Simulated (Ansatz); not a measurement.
GeH3F, singlet: a relaxation.

in.yaml

```yaml
crystal:
  periodic: [false, false, false]
  atoms:
    - {symbol: Ge, position_ang: [-0.759625, -0.552250, -0.446930]}
    - {symbol: H, position_ang: [0.618303, -0.064100, 0.675818]}
    - {symbol: F, position_ang: [1.048053, -0.282234, -0.889197]}
    - {symbol: H, position_ang: [-1.103893, 1.008943, -0.511716]}
    - {symbol: H, position_ang: [0.197162, -0.110359, 1.172025]}
basis:
  gaussian: {orbitals: def2-TZVP}
hamiltonian: {xc: pbe0, dispersion: d4}
relax: {f_tol: 0.005, max_steps: 200}
```

Launched with

```bash
ansatz run in.yaml --threads 2 --pin off --events-out ev --progress --plain --max-ram 4352MiB
```

Output of Ansatz 0.2.0:

```
Functional definition: PBE0
  name "PBE0"
  cite "Adamo & Barone, J. Chem. Phys. 110, 6158 (1999) doi:10.1063/1.478522"
  cite "Perdew, Burke & Ernzerhof, Phys. Rev. Lett. 77, 3865 (1996) doi:10.1103/PhysRevLett.77.3865"
  parent pbe
  parameter a = 0.25
  parameter kappa = 0.804
  parameter beta = 0.06672455060314922
  exchange = (1 - a)*pbe_x(kappa = kappa, mu = beta*pi^2/3) + a*exact_x
  correlation = pbe_c(beta = beta)
689 factors; their error is unknown
mean field evaluation 1: about -59271.1504 eV, gradient 3.9e1 eV
mean field evaluation 2: about -59263.8238 eV, gradient 8.0e1 eV
mean field evaluation 4: about -59273.4480 eV, gradient 2.6e0 eV
mean field evaluation 8: about -59273.4565 eV, gradient 1.3e-2 eV
mean field evaluation 16: about -59273.7387 eV, gradient 4.2e-5 eV
mean field -59273.73865096 eV, -2178.2697182396 hartree, gradient 4.2e-5 eV, S^2 0.000000; 0 other end points of the search recorded, 0 dependent functions left out
the calculation of the forces begins
reference -59273.73867090 eV, -2178.2697189727 hartree; 22, 22 occupied and 75, 75 virtual orbitals, 689 factors
relax step   1: F+E_penalty+E_count = -59273.78276145 eV  Δ(F+E_penalty+E_count) = +0.000e0 eV  max|allowed force component| = 5.021e0 eV/Å  Δτ_max = 0.0000 Å  (24 SCF iters, accepted)
relax step   2: F+E_penalty+E_count = -59274.38587129 eV  Δ(F+E_penalty+E_count) = -6.031e-1 eV  max|allowed force component| = 8.732e-1 eV/Å  Δτ_max = 0.1524 Å  (29 SCF iters, accepted)
relax step   3: F+E_penalty+E_count = -59274.61470643 eV  Δ(F+E_penalty+E_count) = -2.288e-1 eV  max|allowed force component| = 8.085e-1 eV/Å  Δτ_max = 0.1939 Å  (32 SCF iters, accepted)
relax step   4: F+E_penalty+E_count = -59274.65449135 eV  Δ(F+E_penalty+E_count) = -3.978e-2 eV  max|allowed force component| = 8.814e-1 eV/Å  Δτ_max = 0.2000 Å  (29 SCF iters, accepted)
relax step   5: F+E_penalty+E_count = -59274.67798202 eV  Δ(F+E_penalty+E_count) = -2.349e-2 eV  max|allowed force component| = 6.160e-1 eV/Å  Δτ_max = 0.1901 Å  (30 SCF iters, accepted)
relax step   6: F+E_penalty+E_count = -59274.70094789 eV  Δ(F+E_penalty+E_count) = -2.297e-2 eV  max|allowed force component| = 1.825e-1 eV/Å  Δτ_max = 0.1546 Å  (33 SCF iters, accepted)
relax step   7: F+E_penalty+E_count = -59274.70722765 eV  Δ(F+E_penalty+E_count) = -6.280e-3 eV  max|allowed force component| = 3.478e-2 eV/Å  Δτ_max = 0.0949 Å  (29 SCF iters, accepted)
relax step   8: F+E_penalty+E_count = -59274.70820722 eV  Δ(F+E_penalty+E_count) = -9.796e-4 eV  max|allowed force component| = 4.352e-2 eV/Å  Δτ_max = 0.0472 Å  (28 SCF iters, accepted)
relax step   9: F+E_penalty+E_count = -59274.70990781 eV  Δ(F+E_penalty+E_count) = -1.701e-3 eV  max|allowed force component| = 1.779e-1 eV/Å  Δτ_max = 0.0622 Å  (30 SCF iters, accepted)
relax step  10: F+E_penalty+E_count = -59274.72123260 eV  Δ(F+E_penalty+E_count) = -1.132e-2 eV  max|allowed force component| = 1.603e-1 eV/Å  Δτ_max = 0.1835 Å  (28 SCF iters, accepted)
relax step  11: F+E_penalty+E_count = -59274.68926539 eV  Δ(F+E_penalty+E_count) = +3.197e-2 eV  max|allowed force component| = 1.385e0 eV/Å  Δτ_max = 0.1699 Å  (29 SCF iters, rejected (line search))
relax step  12: F+E_penalty+E_count = -59274.73267356 eV  Δ(F+E_penalty+E_count) = -1.144e-2 eV  max|allowed force component| = 4.368e-2 eV/Å  Δτ_max = 0.0849 Å  (28 SCF iters, accepted)
relax step  13: F+E_penalty+E_count = -59274.73089288 eV  Δ(F+E_penalty+E_count) = +1.781e-3 eV  max|allowed force component| = 7.495e-1 eV/Å  Δτ_max = 0.0976 Å  (28 SCF iters, rejected (line search))
relax step  14: F+E_penalty+E_count = -59274.73802173 eV  Δ(F+E_penalty+E_count) = -5.348e-3 eV  max|allowed force component| = 8.319e-2 eV/Å  Δτ_max = 0.0488 Å  (29 SCF iters, accepted)
relax step  15: F+E_penalty+E_count = -59274.74300102 eV  Δ(F+E_penalty+E_count) = -4.979e-3 eV  max|allowed force component| = 2.186e-1 eV/Å  Δτ_max = 0.0498 Å  (28 SCF iters, accepted)
relax step  16: F+E_penalty+E_count = -59274.74812257 eV  Δ(F+E_penalty+E_count) = -5.122e-3 eV  max|allowed force component| = 5.188e-2 eV/Å  Δτ_max = 0.0750 Å  (27 SCF iters, accepted)
relax step  17: F+E_penalty+E_count = -59274.74872927 eV  Δ(F+E_penalty+E_count) = -6.067e-4 eV  max|allowed force component| = 3.956e-2 eV/Å  Δτ_max = 0.0402 Å  (28 SCF iters, accepted)
relax step  18: F+E_penalty+E_count = -59274.74901198 eV  Δ(F+E_penalty+E_count) = -2.827e-4 eV  max|allowed force component| = 7.464e-2 eV/Å  Δτ_max = 0.0334 Å  (28 SCF iters, accepted)
relax step  19: F+E_penalty+E_count = -59274.74961124 eV  Δ(F+E_penalty+E_count) = -5.993e-4 eV  max|allowed force component| = 9.705e-3 eV/Å  Δτ_max = 0.0156 Å  (27 SCF iters, accepted)
relax step  20: F+E_penalty+E_count = -59274.74961226 eV  Δ(F+E_penalty+E_count) = -1.014e-6 eV  max|allowed force component| = 9.321e-3 eV/Å  Δτ_max = 0.0003 Å  (17 SCF iters, accepted)
relax step  21: F+E_penalty+E_count = -59274.74962299 eV  Δ(F+E_penalty+E_count) = -1.073e-5 eV  max|allowed force component| = 1.132e-2 eV/Å  Δτ_max = 0.0014 Å  (19 SCF iters, accepted)
relax step  22: F+E_penalty+E_count = -59274.74964157 eV  Δ(F+E_penalty+E_count) = -1.858e-5 eV  max|allowed force component| = 5.225e-3 eV/Å  Δτ_max = 0.0038 Å  (23 SCF iters, accepted)
relax step  23: F+E_penalty+E_count = -59274.74964493 eV  Δ(F+E_penalty+E_count) = -3.360e-6 eV  max|allowed force component| = 1.049e-3 eV/Å  Δτ_max = 0.0020 Å  (19 SCF iters, accepted)
Total energy: -59274.74966545 eV, -2178.3068723368 hartree
Atom 0 at    -0.686925    -0.562290    -0.634361 Å, force    -0.001049     0.000720     0.000258 eV/Å
Atom 1 at     0.356891     0.365582     1.240523 Å, force     0.000387    -0.000328     0.000147 eV/Å
Atom 2 at     0.846957    -0.454447    -1.495535 Å, force     0.000729     0.000209    -0.000367 eV/Å
Atom 3 at    -0.887075     1.029958    -0.511265 Å, force    -0.000132    -0.000713    -0.000527 eV/Å
Atom 4 at     0.370153    -0.378803     1.400637 Å, force     0.000065     0.000112     0.000490 eV/Å
Dipole moment:    -0.280233    -0.008854     0.321163 e Å

[the SCF lines of later steps are left out]
```

The lines “mean field evaluation” count trial sets of orbitals through the whole run, from several starts and some on an approximate energy, so they need not fall steadily or lie above the final value.

The run took about 25 s on 2 CPU threads of an Arm Neoverse V2 (shared host).
